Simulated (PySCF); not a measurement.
Compound: CH8GeOSSi.
Z-matrix (Å and degrees, PBE0-D3(BJ)/def2-SVP geometry), rows numbered from 1:
```
C 
S   1  1.8244
Si  2  2.1396  1   99.55
O   3  1.6551  2  111.17  1   -65.35
Ge  4  1.7893  3  129.39  2   -41.37
H   1  1.0987  2  111.39  3    57.69
H   1  1.0980  2  106.94  3   176.45
H   1  1.0991  2  111.08  3   -64.92
H   3  1.4896  2  110.81  1    53.39
H   3  1.4921  2  104.23  1   173.48
H   5  1.5381  4  108.33  3    78.42
H   5  1.5387  4  109.15  3   -42.86
H   5  1.5347  4  105.00  3  -162.60
```

Computed with PBE0-D3(BJ)/def2-SVP geometry optimisation, gas phase (PySCF).

Take the most abundant isotopes and a rigid rotor. The values belong to one conformer with, in the numbering `[CH3:1][S:2][SiH2:3][O:4][GeH3:5]`, C1–S2–Si3–O4 -65°, S2–Si3–O4–Ge5 -41°.

What are A, B and C (MHz)?

Ia = 152.34, Ib = 515.80, Ic = 586.24 u·Å²; 505379 MHz·u·Å²/I gives A = 3317, B = 979.8, C = 862.1 MHz.

Classify the top.

A near-prolate asymmetric top; Ray's κ = -0.904.

What does the inertial defect say?

Not planar: Δ = Ic − Ia − Ib = -81.90 u·Å². For a rigid frame Δ = −2 Σ m c², so Σ m c² = 40.95 u·Å² lies off the ab plane: 11.03 from hydrogen and 29.92 from heavier atoms. The atom farthest from that plane is 1.65 Å away.

Give the coordinates in the principal-axis frame, origin at the centre of mass.

The sense of each axis is arbitrary; atoms in the order of the calculation.
| atom | mass (u) | a (Å) | b (Å) | c (Å) |
| --- | --- | --- | --- | --- |
| C1 | 12.000 | 2.307 | -1.290 | 0.949 |
| S2 | 31.972 | 2.122 | -0.396 | -0.631 |
| Si3 | 27.977 | 1.035 | 1.315 | 0.054 |
| O4 | 15.995 | -0.466 | 0.887 | 0.606 |
| Ge5 | 73.921 | -1.637 | -0.281 | -0.075 |
| H6 | 1.008 | 1.331 | -1.502 | 1.406 |
| H7 | 1.008 | 2.806 | -2.241 | 0.722 |
| H8 | 1.008 | 2.930 | -0.721 | 1.654 |
| H9 | 1.008 | 1.743 | 1.973 | 1.187 |
| H10 | 1.008 | 0.965 | 2.207 | -1.141 |
| H11 | 1.008 | -1.181 | -1.700 | 0.306 |
| H12 | 1.008 | -1.695 | -0.105 | -1.603 |
| H13 | 1.008 | -2.977 | 0.069 | 0.585 |

List the rotational levels J(Ka,Kc) to J = 3 (cm⁻¹).

Above 0(0,0):
J = 1: 1(0,1) 0.0614, 1(1,1) 0.1394, 1(1,0) 0.1433
J = 2: 2(0,2) 0.1842, 2(1,2) 0.2584, 2(1,1) 0.2701, 2(2,1) 0.5041, 2(2,0) 0.5042
J = 3: 3(0,3) 0.3679, 3(1,3) 0.4367, 3(1,2) 0.4603, 3(2,2) 0.6884, 3(2,1) 0.6891, 3(3,1) 1.0881, 3(3,0) 1.0882
The levels of one J sum to (2J + 1)J(J + 1)(A + B + C)/3.

Predict some low-J microwave lines.

The dipole components are |μa| = 0.64 D, |μb| = 1.03 D, |μc| = 0.70 D. The squared components, which scale the intensities, stand as 0.39 : 1.00 : 0.47 (a : b : c). Some lines, for components of 0.1 D or more:

```csv
type,branch,"J(Ka,Kc)",MHz,lower level (cm⁻¹)
a,Q,"2(1,1) ← 2(1,2)",353,0.258
a,Q,"3(1,2) ← 3(1,3)",706,0.437
b,R,"2(0,2) ← 1(1,1)",1342,0.139
a,R,"1(0,1) ← 0(0,0)",1842,0.000
c,Q,"3(1,3) ← 3(0,3)",2062,0.368
c,Q,"2(1,2) ← 2(0,2)",2224,0.184
b,Q,"1(1,0) ← 1(0,1)",2455,0.061
b,Q,"2(1,1) ← 2(0,2)",2577,0.184
a,R,"2(0,2) ← 1(0,1)",3679,0.061
a,R,"2(1,1) ← 1(1,0)",3801,0.143
b,R,"1(1,1) ← 0(0,0)",4179,0.000
c,R,"1(1,0) ← 0(0,0)",4297,0.000
a,R,"3(0,3) ← 2(0,2)",5508,0.184
b,R,"2(1,2) ← 1(0,1)",5904,0.061
c,Q,"3(2,2) ← 3(1,2)",6839,0.460
b,Q,"3(2,1) ← 3(1,2)",6861,0.460
b,Q,"2(2,1) ← 2(1,2)",7366,0.258
c,R,"3(1,2) ← 2(0,2)",8277,0.184
b,R,"2(2,1) ← 1(1,0)",10814,0.143
c,Q,"3(3,1) ← 3(2,1)",11963,0.689
c,R,"3(2,1) ← 2(1,1)",12560,0.270
c,R,"3(2,2) ← 2(1,2)",12892,0.258
b,R,"3(3,1) ← 2(2,0)",17506,0.504
c,R,"3(3,0) ← 2(2,0)",17506,0.504
```

Estimate the classical rotational partition function at 25 K, 100 K and 298.15 K.

Point group C1, symmetry number σ = 1; q = (√π/σ)·√((kT/h)³/(ABC)), k/h = 20836.6 MHz/K: 12600 at 25 K, 101000 at 100 K, 518000 at 298.15 K.

No PBE0-D3(BJ)/def2-SVP frequencies stand behind this structure, so it isn't proved a minimum. These are rigid-rotor constants of the computed structure; measured ground-state constants (B0) also hold zero-point vibration. A rigid rotor knows nothing of internal rotation, which can split or shift real lines.
